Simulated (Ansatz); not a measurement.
The same group exchange along the group O, S, Se.

Gas-phase electronic energies from Ansatz, PBE0-D4/def2-TZVP geometries. CCSD(T)/CBS adds triple-zeta CCSD(T) − MP2 to the extrapolated MP2 energy (def2 sets, frozen cores). This one scheme is used for every species. Functionals use def2-TZVPP. B3LYP here is the variant with VWN-RPA as its local correlation; programs differ in this. Elements past krypton have def2 core potentials. For Se, Sn outer-core shells are correlated without core-valence functions, which leaves a few kJ/mol of doubt a bond. Scalar relativity is left out up to krypton.

```
                                                     reaction  CCSD(T)/CBS(def2) (kJ/mol)
    `C[O][SnH3]` + `C[SiH](F)F` → `C[Si](F)(F)[SnH3]` + CH₃OH                           ?
    `C[S][SnH3]` + `C[SiH](F)F` → `C[Si](F)(F)[SnH3]` + CH₃SH                          46
`C[Se][SnH3]` + `C[SiH](F)F` → `C[Si](F)(F)[SnH3]` + `C[SeH]`                          67
```

Q: Fill in the missing values. (Estimate.)

A: Computed: `C[O][SnH3]` + `C[SiH](F)F` → `C[Si](F)(F)[SnH3]` + CH₃OH: +4.0 kJ/mol.

Largest T1 diagnostic: 0.013, for `C[O][SnH3]`.
